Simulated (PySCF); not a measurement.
Cartesian coordinates in Å; atom numbers follow the order of the lines, from 1:
```xyz
14

Cl    3.9035    0.8004    0.2735
C     2.4402   -0.0871    0.4619
C     1.4852   -0.0968   -0.4502
C     0.2025   -0.8520   -0.2853
C    -0.9531    0.0596   -0.2922
C    -1.4904    1.2398   -0.3536
C    -2.4518    0.0919   -0.2049
H     2.3860   -0.6321    1.3919
H     1.5875    0.4744   -1.3612
H     0.0861   -1.5671   -1.1080
H     0.2062   -1.4201    0.6498
H    -1.4157    2.2947   -0.4421
H    -2.9393   -0.0823    0.7489
H    -3.0475   -0.2237   -1.0555
```

PySCF 2.14 calculation with PBE0/pcSseg-1 with gauge-including orbitals and GFN2-xTB structure; averaged over atoms made equivalent by symmetry, fast rotation or ring inversion, relativity neglected, isolated molecule, a single conformation.

Scale: 13C, 1H vs TMS; 35Cl vs HCl (reference shieldings calculated alike).

```json
{"atoms": "H13/H14", "nucleus": "1H", "count": "2", "δ (ppm)": "1.03"}
{"atoms": "C3", "nucleus": "13C", "count": "1", "δ (ppm)": "138.9"}
{"atoms": "C2", "nucleus": "13C", "count": "1", "δ (ppm)": "?"}
{"atoms": "Cl1", "nucleus": "35Cl", "count": "1", "δ (ppm)": "203"}
{"atoms": "H10/H11", "nucleus": "1H", "count": "2", "δ (ppm)": "3.36"}
{"atoms": "C5", "nucleus": "13C", "count": "1", "δ (ppm)": "128.8"}
{"atoms": "C4", "nucleus": "13C", "count": "1", "δ (ppm)": "?"}
{"atoms": "C7", "nucleus": "13C", "count": "1", "δ (ppm)": "9.4"}
{"atoms": "H12", "nucleus": "1H", "count": "1", "δ (ppm)": "?"}
{"atoms": "H8", "nucleus": "1H", "count": "1", "δ (ppm)": "?"}
{"atoms": "C6", "nucleus": "13C", "count": "1", "δ (ppm)": "109.3"}
{"atoms": "H9", "nucleus": "1H", "count": "1", "δ (ppm)": "6.42"}
```

Problem. Estimate the values marked ?.

Solution. 
- C2: 132.2 ppm, alkene CH; as expected for a trigonal carbon in a double bond
- C4: 35.3 ppm, allylic sp3 CH2; saturated and bonded to C and H only
- H12: 6.79 ppm, hydrogen on an alkene CH; olefinic region
- H8: 6.22 ppm, hydrogen on an alkene CH; a vinylic proton, deshielded by the sp2 carbon and the C=C anisotropy

Carbons that carry Cl, above all several Cl atoms, come out too deshielded, partly because spin–orbit coupling is missing. Shifts are as computed. Against solution values, carbons near 30 ppm lie about +3 ppm off and those near 130 ppm about +5 ppm; carbons on Cl a further +6 ppm. Of 1211 compounds with measured shifts, 218 miss one by over three times the rms of a fit or turn the order of signals round; such compounds aren't used in these exercises.
